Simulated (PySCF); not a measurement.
TiI₃H, SMILES [I][TiH]([I])[I], multiplicity 1.

The structure is a stationary point at B3LYP-D3(BJ)/def2-SVP. The spin state was assumed, not searched. The structure was generated by enumeration; whether it is a known compound was not checked. The def2 effective core potentials stand for the cores of I; spin–orbit coupling is left out.

Computed with TDA-PBE/def2-SVPD (PySCF 2.14.0).

Vertical excitations; the highest root listed may be one member of a degenerate set. Gas-phase values at a fixed geometry. State labels are in the subgroup Cs.

```
state  symmetry  energy (eV)  λ (nm)      f                                                                  main pairs
-----  --------  -----------  ------  -----  --------------------------------------------------------------------------
S1           A'         2.46     504  0.002                                                  HOMO→LUMO (degenerate set)
S2           A"         2.46     504  0.002                                                HOMO→LUMO+1 (degenerate set)
S3           A"         2.89     428  0.000                                        HOMO−1→LUMO+1 50 %, HOMO−2→LUMO 50 %
S4           A'         2.91     426  0.001     HOMO−2→LUMO+1, HOMO−1→LUMO, HOMO−3→LUMO+1, HOMO→LUMO+2 (degenerate set)
S5           A"         2.91     426  0.001       HOMO−2→LUMO, HOMO−1→LUMO+1, HOMO−3→LUMO, HOMO→LUMO+3 (degenerate set)
S6           A'         3.04     408  0.001                                 HOMO−3→LUMO+1, HOMO→LUMO+2 (degenerate set)
S7           A"         3.04     408  0.001                                   HOMO−3→LUMO, HOMO→LUMO+3 (degenerate set)
S8           A'         3.06     406  0.004  HOMO−1→LUMO 37 %, HOMO−2→LUMO+1 37 %, HOMO−5→LUMO 12 %, HOMO−4→LUMO+1 12 %
S9           A"         3.26     380  0.000                                        HOMO−4→LUMO 49 %, HOMO−5→LUMO+1 49 %
S10          A'         3.32     373  0.001                                        HOMO−5→LUMO 43 %, HOMO−4→LUMO+1 43 %
T1           A'         2.36     525      0                                                  HOMO→LUMO (degenerate set)
T2           A"         2.36     525      0                                                HOMO→LUMO+1 (degenerate set)
T3           A'         2.55     486      0    HOMO−2→LUMO+1 41 %, HOMO−1→LUMO 41 %, HOMO−4→LUMO+1 7 %, HOMO−5→LUMO 7 %
T4           A'         2.67     464      0                    HOMO−1→LUMO 37 %, HOMO−2→LUMO+1 37 %, HOMO−3→LUMO+1 18 %
```
Triplets are in the Tamm–Dancoff approximation.
